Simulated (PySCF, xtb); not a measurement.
trans-(1R,2R)-2-methoxycyclopropan-1-ol (C4H8O2), SMILES CO[C@@H]1C[C@H]1O. One conformer was computed; it need not be the lowest.

Harmonic wavenumbers (cm⁻¹) from GFN2-xTB run with xtb 6.7.1 at its own minimum, in rising order: 87, 173, 188, 241, 298, 397, 431, 489, 837, 862, 933, 987, 1019, 1041, 1072, 1075, 1121, 1132, 1164, 1193, 1229, 1241, 1287, 1382, 1402, 1453, 1467, 1487, 2907, 2928, 2972, 2993, 3030, 3089, 3112, 3523.

### Question
What does PySCF with PBE-D3(BJ)/def2-SVP give at its own minimum? (An estimate is asked for; the answer gives what the named calculation found.)

### Answer
102, 187, 202, 293, 328, 405, 414, 483, 773, 839, 909, 950, 957, 1015, 1035, 1075, 1132, 1139, 1168, 1184, 1211, 1247, 1298, 1346, 1403, 1410, 1432, 1474, 2901, 2962, 3012, 3020, 3061, 3065, 3166, 3693. Paired by order, the mean absolute difference is 28 cm⁻¹ and the zero-point energies are 71.8 and 71.9 kcal/mol.
